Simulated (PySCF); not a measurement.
**Be2: one state, many levels of theory**

State: ¹Σg⁺ (singlet), closed shell. Set-up: basis Be def2-SVPD; no relativity; PySCF 2.14. De refers to Be + Be in their ground configurations, without counterpoise correction. Levels whose curve was spin-contaminated or gave no clean fit are not listed.

```json
{"Level": "PBE", "Re (Å)": "2.450", "ωe (cm⁻¹)": "360", "De (eV)": "0.454"}
{"Level": "BLYP", "Re (Å)": "2.452", "ωe (cm⁻¹)": "338", "De (eV)": "0.291"}
{"Level": "TPSS", "Re (Å)": "2.463", "ωe (cm⁻¹)": "339", "De (eV)": "0.360"}
{"Level": "r²SCAN", "Re (Å)": "2.488", "ωe (cm⁻¹)": "344", "De (eV)": "0.394"}
{"Level": "M06-L", "Re (Å)": "2.519", "ωe (cm⁻¹)": "368", "De (eV)": "0.371"}
{"Level": "PBE0", "Re (Å)": "2.518", "ωe (cm⁻¹)": "309", "De (eV)": "0.305"}
{"Level": "HSE06", "Re (Å)": "2.510", "ωe (cm⁻¹)": "315", "De (eV)": "0.321"}
```

The bond length runs from 2.450 Å (PBE) to 2.519 Å (M06-L). De spans 0.29 eV (BLYP, GGA) to 0.45 eV (PBE, GGA).

Closed-shell solutions of metal pairs were not tested for spin polarisation, which can lower them a little. The bond is weak. Basis-set superposition, not corrected here, can be much of De in a small basis, most of all at correlated wavefunction levels. Functionals without a dispersion term scatter widely for such bonds, and LDA overbinds them.
